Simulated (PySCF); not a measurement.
Ligand exchange on a metal centre used in film growth or etching (Ti Cl-OH). Gas-phase values, no solvent. One relaxed conformer stands for each flexible species; it need not be the lowest.

The charge on the central atom (Mulliken) from two functionals at the same geometries (BP86-D3(BJ)/def2-SVP), both in PySCF: PBE-D3(BJ)/def2-TZVP and B3LYP-D3(BJ)/def2-TZVP. B3LYP has the VWN-RPA correlation part, as in Gaussian. 

```tsv
species	PBE-D3(BJ)/def2-TZVP (e)	B3LYP-D3(BJ)/def2-TZVP (e)
0 of 4 Cl replaced by OH	0.96	1.08
1 of 4 Cl replaced by OH	1.12	1.26
2 of 4 Cl replaced by OH ([Ti(Cl)2(OH)2])	1.21	1.37
4 of 4 Cl replaced by OH	1.29	1.49
```

Over these rows, drawn at random from the members with no instability flagged (it was tested for open shells, ions and some series alone), PBE minus B3LYP-D3(BJ): mean -0.16 e, from -0.20 e to -0.12 e.
